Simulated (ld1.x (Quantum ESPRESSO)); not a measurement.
## Which change was made? (Sn, TM)

ld1.x (Quantum ESPRESSO) 7.5 input, shortened:

```
&input
   title='Sn', zed=50., rel=1, dft='PBE', iswitch=3,
   config='[Kr] 4d10 5s2 5p1 5d-2'
 /
 &inputp
   pseudotype=2, tm=.true., lloc=-2, rcloc=1.55,
   nlcc=.true.
 /
3
5S  1  0   2.00   0.00  1.70  1.70  0.0
5P  2  1   1.00   0.00  2.05  2.05  0.0
5D  3  2  -2.00   0.05  2.00  2.00  0.0
 &test
   configts(1)='5s2 5p1'
 /
```

Cutoffs, loose and tight: the cutoffs (Ry, on a coarse ladder) from which the occupation-weighted sum of valence levels, in a spherical-Bessel basis at the reference potential, stays within 10 and 1 mRy of its value at 400 Ry. They do not see the model core or the augmentation charge, which bear on the density cutoff. Test errors are all-electron minus pseudo excitation energies from the reference, over the configurations 5s2 5p2; 5s2 5p0; 5s1 5p0; 5s0 5p4; 5s2 5p1.5; 5s1 5p3; 5s1 5p2; variants that change the core or the reference have their own tests.

The base gives: outcome: generated; cutoff, loose: 25 Ry; cutoff, tight: 55 Ry; bound ghosts: d, s; largest test error (meV): -170.

After one change the result is: outcome: generated; cutoff, loose: 30 Ry; cutoff, tight: 55 Ry; bound ghosts: d, s; largest test error (meV): -173. Which change was it?
A. type RRKJ; local potential the p channel; rho0 0.01
B. wave 5p (bound): rc 2.05 bohr becomes 5p (bound): rc 1.82 bohr
C. all radii but the core radius scaled by about 1.08 (s 1.84, p 2.20, d 2.16 bohr); local potential all-electron potential smoothed inside 1.66 bohr (lloc = -2)
D. wave 5s (bound): rc 1.70 bohr becomes 5s (bound): rc 2.54 bohr
E. core correction none

B. The others give: type RRKJ; local potential the p channel; rho0 0.01 → outcome: failed: compute_chi: n is too large | all radii but the core radius scaled by about 1.08 (s 1.84, p 2.20, d 2.16 bohr); local potential all-electron potential smoothed inside 1.66 bohr (lloc = -2) → outcome: generated; cutoff, loose: 21 Ry; cutoff, tight: 35 Ry; bound ghosts: d; largest test error (meV): -217 | wave 5s (bound): rc 1.70 bohr becomes 5s (bound): rc 2.54 bohr → outcome: generated; cutoff, loose: 10 Ry; cutoff, tight: 25 Ry; bound ghosts: d, s; largest test error (meV): -156 | core correction none → outcome: generated; cutoff, loose: 25 Ry; cutoff, tight: 55 Ry; bound ghosts: d, s; largest test error (meV): +569.
